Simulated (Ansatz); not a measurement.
Species: C$_{2}$H$_{7}$Si (charge -1, singlet). It need not be the lowest isomer of its formula. Whether it binds its extra electron was not tested at this geometry. 
Coordinates optimised at B3LYP-D3(BJ)/def2-TZVP (Ansatz, a first-principles code):
```xyz
10

Si    -0.0164     0.4868     0.0844
C     -1.6212    -0.2645     0.1038
C      1.4174    -0.7299    -0.2920
H      0.0691     1.5701    -0.9648
H      0.6230     1.2061     1.2909
H     -1.8601    -1.0113     0.8630
H     -2.4811     0.3497    -0.1632
H      1.4176    -1.5377     0.4484
H      1.2876    -1.1877    -1.2763
H      2.3963    -0.2375    -0.2501
```
Charge -1, spin multiplicity 1.

Basis-set convergence of Hartree-Fock and CCSD(T) correlation energies (hartree) with Ansatz. Cores are frozen in the correlated levels unless marked. Spin-orbit coupling is left out. Non-relativistic.

```json
[
 {"basis": "aug-cc-pV(D+d)Z", "functions": "141", "E(HF)": "-368.70202", "E(corr, CCSD(T))": "-0.50337"},
 {"basis": "aug-cc-pV(T+d)Z", "functions": "308", "E(HF)": "-368.73708", "E(corr, CCSD(T))": "-0.58380"},
 {"basis": "aug-cc-pV(Q+d)Z", "functions": "571", "E(HF)": "-368.74509", "E(corr, CCSD(T))": "-0.60612"}
]
```

Extrapolating the two largest sets (X = 3 and 4) as X^-3: E(corr) = (64·(-0.60612) - 27·(-0.58380))/37 = -0.6224 Eh, an estimate of the basis-set limit. The largest set recovers 97.4 % of it, the smallest 80.9 %.
